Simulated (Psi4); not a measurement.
C₃H₉NSn (SMILES [CH3][Sn][N](C)C), singlet, at a GFN2-xTB geometry (such geometries of metal compounds can be far from the true shape) (core potentials on Sn); R2SCAN/def2-SV(P) run with Psi4.

The Psi4 input:
```
memory 2 GB

molecule {
0 1
Sn    0.05139202    0.46431808    0.65937694
C     1.03052315    1.82303539   -0.85733558
H     1.91709518    1.36368625   -1.29530115
H     1.34501461    2.76158497   -0.40029802
H     0.35017798    2.07222500   -1.67211188
N    -0.34733013   -1.09491199   -0.61449951
C    -1.00341470   -2.29102570   -0.13538021
C    -0.06640229   -1.22207761   -2.02181728
H    -1.94491801   -2.45724082   -0.66950629
H    -0.36876808   -3.16995448   -0.29047528
H    -1.21992860   -2.20340668    0.92971905
H     0.58426239   -2.08257496   -2.21028804
H    -0.99134483   -1.37010671   -2.58918854
H     0.42588219   -0.32532526   -2.38270200
}

set {
  basis def2-sv(p)
}

energy('r2scan')
print_variables()
```

Task: Predict the main parts of the log of this Psi4 run.

Result: 
```
   => Loading Basis Set <=

    Name: DEF2-SV(P)
    Role: ORBITAL
    Keyword: BASIS

    !!!  WARNING: ECP capability is in beta. Please check occupations closely.  !!!

         ---------------------------------------------------------
                                   SCF
               by Justin Turney, Rob Parrish, Andy Simmonett
                          and Daniel G. A. Smith
                              RKS Reference
         ---------------------------------------------------------

  ==> Geometry <==

    Molecular point group: c1
    Full point group: C1

    Geometry (in Angstrom), charge = 0, multiplicity = 1:

       Center              X                  Y                   Z               Mass
    ------------   -----------------  -----------------  -----------------  -----------------
         SN           0.046223517778     0.382707244073     0.527411955076   119.902201630000
         C            1.025354647778     1.741424554073    -0.989300564924    12.000000000000
         H            1.911926677778     1.282075414073    -1.427266134924     1.007825032230
         H            1.339846107778     2.679974134073    -0.532263004924     1.007825032230
         H            0.345009477778     1.990614164073    -1.804076864924     1.007825032230
         N           -0.352498632222    -1.176522825927    -0.746464494924    14.003074004430
         C           -1.008583202222    -2.372636535927    -0.267345194924    12.000000000000
         C           -0.071570792222    -1.303688445927    -2.153782264924    12.000000000000
         H           -1.950086512222    -2.538851655927    -0.801471274924     1.007825032230
         H           -0.373936582222    -3.251565315927    -0.422440264924     1.007825032230
         H           -1.225097102222    -2.285017515927     0.797754065076     1.007825032230
         H            0.579093887778    -2.164185795927    -2.342253024924     1.007825032230
         H           -0.996513332222    -1.451717545927    -2.721153524924     1.007825032230
         H            0.420713687778    -0.406936095927    -2.514666984924     1.007825032230

  Running in c1 symmetry.

  Rotational constants: A =      0.14071  B =      0.06388  C =      0.04504 [cm^-1]
  Rotational constants: A =   4218.47623  B =   1915.12159  C =   1350.38567 [MHz]
  Nuclear repulsion =  264.942538464318147

  Charge       = 0
  Multiplicity = 1
  Electrons    = 56
  Nalpha       = 28
  Nbeta        = 28

  ==> Algorithm <==

  SCF Algorithm Type is DF.
  DIIS enabled.
  MOM disabled.
  Fractional occupation disabled.
  Guess Type is SAD.
  Energy threshold   = 1.00e-06
  Density threshold  = 1.00e-06
  Integral threshold = 1.00e-12

  ==> Primary Basis <==

  Basis Set: DEF2-SV(P)
    Blend: DEF2-SV(P)
    Number of shells: 52
    Number of basis functions: 100
    Number of Cartesian functions: 106
    Spherical Harmonics?: true
    Max angular momentum: 2

  Core potential: DEF2-SV(P)
    Number of shells: 4
    Number of ECP primitives: 18
    Number of ECP core electrons: 28
    Max angular momentum: 3

  ==> DFT Potential <==

   => LibXC <=

    Version 7.1.2
    S. Lehtola, C. Steigemann, M. J. T. Oliveira, and M. A. L. Marques,  SoftwareX 7, 1–5 (2018) (10.1016/j.softx.2017.11.002)

   => Composite Functional: R2SCAN <=

    r2SCAN Meta-GGA XC Functional  (0.1021/acs.jpclett.0c02405)
    J. W. Furness, A. D. Kaplan, J. Ning, J. P. Perdew, J. Sun  J. Phys. Chem. Lett.  11, 8208–8215, 2020

    Deriv               =              1
    GGA                 =           TRUE
    Meta                =           TRUE

    Exchange Hybrid     =          FALSE
    MP2 Hybrid          =          FALSE

   => Exchange Functionals <=

    1.0000   XC_MGGA_X_R2SCAN

   => Correlation Functionals <=

    1.0000   XC_MGGA_C_R2SCAN

   => LibXC Density Thresholds  <==

    XC_MGGA_C_R2SCAN:  1.00E-15
    XC_MGGA_X_R2SCAN:  1.00E-11

   => Molecular Quadrature <=

    Radial Scheme          =       TREUTLER
    Pruning Scheme         =           NONE
    Nuclear Scheme         =       TREUTLER

    Blocking Scheme        =         OCTREE
    BS radius alpha        =              1
    Pruning alpha          =              1
    Radial Points          =             75
    Spherical Points       =            302
    Total Points           =         298599
    Total Blocks           =           2240
    Max Points             =            256
    Max Functions          =             99
    Weights Tolerance      =       1.00E-15

   => Loading Basis Set <=

    Name: (DEF2-SV(P) AUX)
    Role: JKFIT
    Keyword: DF_BASIS_SCF

  ==> Integral Setup <==

  SCF_SUBTYPE=INCORE selected. In-core MEM_DF algorithm will be used.
  Using in-core AOs.

  ==> MemDFJK: Density-Fitted J/K Matrices <==

    J tasked:                   Yes
    K tasked:                    No
    wK tasked:                   No
    Algorithm:                 Core
    Schwarz Cutoff:           1E-12
    Mask sparsity (%):       0.9400
    Fitting Condition:        1E-10

   => Auxiliary Basis Set <=

  Basis Set: (DEF2-SV(P) AUX)
    Blend: DEF2-UNIVERSAL-JKFIT
    Number of shells: 200
    Number of basis functions: 682
    Number of Cartesian functions: 849
    Spherical Harmonics?: true
    Max angular momentum: 5

  Minimum eigenvalue in the overlap matrix is 7.4056212334E-03.
  Reciprocal condition number of the overlap matrix is 1.2240467079E-03.
    Using symmetric orthogonalization.

  ==> Pre-Iterations <==

  SCF Guess: Superposition of Atomic Densities via on-the-fly atomic UHF (no occupation information).

   -------------------------
    Irrep   Nso     Nmo
   -------------------------
     A        100     100
   -------------------------
    Total     100     100
   -------------------------

  ==> Iterations <==

                           Total Energy        Delta E     RMS |[F,P]|

   @DF-RKS iter SAD:  -386.85733831336438   -3.86857e+02   0.00000e+00
   @DF-RKS iter   1:  -387.82674706768330   -9.69409e-01   1.17318e-02 DIIS/ADIIS
   @DF-RKS iter   2:  -385.15194166683591    2.67481e+00   2.17949e-02 DIIS/ADIIS
   @DF-RKS iter   3:  -388.37625052742015   -3.22431e+00   6.13799e-03 DIIS/ADIIS
   @DF-RKS iter   4:  -388.54406107965042   -1.67811e-01   2.83501e-03 DIIS/ADIIS
   @DF-RKS iter   5:  -388.58072749549359   -3.66664e-02   8.80293e-04 DIIS/ADIIS
   @DF-RKS iter   6:  -388.58561839256294   -4.89090e-03   2.30931e-04 DIIS/ADIIS
   @DF-RKS iter   7:  -388.58592321573411   -3.04823e-04   7.32758e-05 DIIS
   @DF-RKS iter   8:  -388.58594653651841   -2.33208e-05   1.96813e-05 DIIS
   @DF-RKS iter   9:  -388.58594882679870   -2.29028e-06   2.47349e-06 DIIS
   @DF-RKS iter  10:  -388.58594886312159   -3.63229e-08   3.89617e-07 DIIS
  Energy and wave function converged.

  ==> Post-Iterations <==

   Electrons on quadrature grid:
      Ntotal   =   55.9999333774 ; deviation = -6.662e-05

    Orbital Energies [Eh]
    ---------------------

    Doubly Occupied:

[...]
      28A     -0.193666

    Virtual:

[...]
    Final Occupation by Irrep:
              A
    DOCC [    28 ]
    NA   [    28 ]
    NB   [    28 ]

  @DF-RKS Final Energy:  -388.58594886312159

   => Energetics <=

    Nuclear Repulsion Energy =            264.9425384643181474
    One-Electron Energy =               -1137.4802743131642728
    Two-Electron Energy =                 528.5017751228206180
    DFT Exchange-Correlation Energy =     -44.5499881370961290
    Empirical Dispersion Energy =           0.0000000000000000
    VV10 Nonlocal Energy =                  0.0000000000000000
    Total Energy =                       -388.5859488631215868

Computation Completed

Properties will be evaluated at   0.000000,   0.000000,   0.000000 [a0]

Properties computed using the SCF density matrix

 Multipole Moments:

 ------------------------------------------------------------------------------------
     Multipole            Electronic (a.u.)      Nuclear  (a.u.)        Total (a.u.)
 ------------------------------------------------------------------------------------

 L = 1.  Multiply by 2.5417464519 to convert [e a0] to [Debye]
 Dipole X            :          3.1956940           -3.2662268           -0.0705328
 Dipole Y            :         32.8887263          -33.2045917           -0.3158653
 Dipole Z            :         48.5537185          -48.8543216           -0.3006031
 Magnitude           :                                                    0.4417103

 ------------------------------------------------------------------------------------

  Variable Map:
  ----------------------------------------------------------------------------
[...]
  Array Variable Map:
  ----------------------------------------------------------------------------
[...]
[...]
```
